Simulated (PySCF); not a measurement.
# How methods differ on the excitation energy of Sr

Sr [Kr] 5s2 (1S) → Sr [Kr] 5s1 5p1, s spin flipped, as a difference of total energies. Computed with PySCF 2.14 in aug-cc-pVDZ-X2C (7s6p4d, 45 functions), with the spin-free X2C one-electron Hamiltonian (Gaussian nucleus). Correlated levels: valence: [Kr] frozen. The calculations carry no spin-orbit coupling.

```json
{"method": "UHF", "excitation energy (eV)": "1.919"}
{"method": "MP2 (valence)", "excitation energy (eV)": "2.087"}
{"method": "SCS-MP2 (valence)", "excitation energy (eV)": "2.120"}
```

How much does correlation contribute at MP2 (valence)?

2.087 − (1.919) = 0.168 eV, measured against UHF.

The upper determinant mixes two multiplicities, so it lies between the two terms.

The coupled-cluster amplitudes are large for the upper state (T1 above 0.03 or a double amplitude above 0.15), so a single reference is strained.
